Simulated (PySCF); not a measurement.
**What settings do to a single point of Nd2(OH)6**

The sound run of Nd2(OH)6 (singlet in the valence; each metal's 4f electrons, 3 of them, lie in its core potential, out of spins and levels) uses PySCF 2.14.0, RKS BP86, Nd lcecp-1-SVP with ECP49, O def2-SVP, H def2-SVP; non-relativistic Hamiltonian with scalar-relativistic core potentials where named; density fitting; no spin-orbit coupling, grid (50, 194), threshold 1e-8 Eh and 55 cycles, at the relaxed geometry:

```xyz
14

Nd    0.0000    0.0000    1.8573
Nd    0.0000    0.0000   -1.8573
O     1.4466   -0.1148    0.0000
H     2.3243   -0.5402    0.0000
O    -1.4466    0.1148    0.0000
H    -2.3243    0.5402    0.0000
O    -0.1155    1.8086    2.9487
H    -0.1185    2.6019    3.5039
O     0.1155   -1.8086    2.9487
H     0.1185   -2.6019    3.5039
O    -0.1155    1.8086   -2.9487
H    -0.1185    2.6019   -3.5039
O     0.1155   -1.8086   -2.9487
H     0.1185   -2.6019   -3.5039
```

There Nd1 has a Mulliken charge of 0.89 e and the dipole about the centre of mass is 0.00 D. Each run below changes one thing and starts from free metal ions and neutral atoms unless it says otherwise; with 55 cycles, smearing, a level shift and second-order steps follow where DIIS fails, and their cycles count. Energy shifts count from the sound run. On f atoms grids over 110 angular points are at least (60, 302).

| change | outcome | cycles | energy shift (eV) | largest force component (eV/Å) | charge on Nd1 (e) | dipole about the centre of mass (D) |
| --- | --- | --- | --- | --- | --- | --- |
| threshold 1e-05 | converged | 8 | 0.0000 | 0.01 | 0.89 | 0.00 |
| all coordinates × 1.12 | converged | 9 | 4.72 | 3.56 | 1.00 | 0.00 |
| grid (30, 86) | converged | 9 | -0.22 | 0.29 | 0.89 | 0.00 |
| H10 put 0.8 Å from Nd1, limit 62 cycles | converged | 12 | 38.93 | 130.88 | 1.11 | 3.87 |

(1) How does the run with this change end: charge changed by +4, spin kept, limit 65 cycles?

Unsound on purpose, so not properties of the compound: H10 put 0.8 Å from Nd1, limit 62 cycles.

Forces carry noise of the integration grid, about 0.01 to 0.03 eV/Å.

A frequency check found unstable modes (1, the lowest at -6 cm⁻¹), so the relaxed geometry is a saddle point, or these are noise. An lcecp potential fixes the number of 4f electrons, so in runs with it no electron can move into or out of that shell.

Answers

(1) outcome not converged, cycles 65.
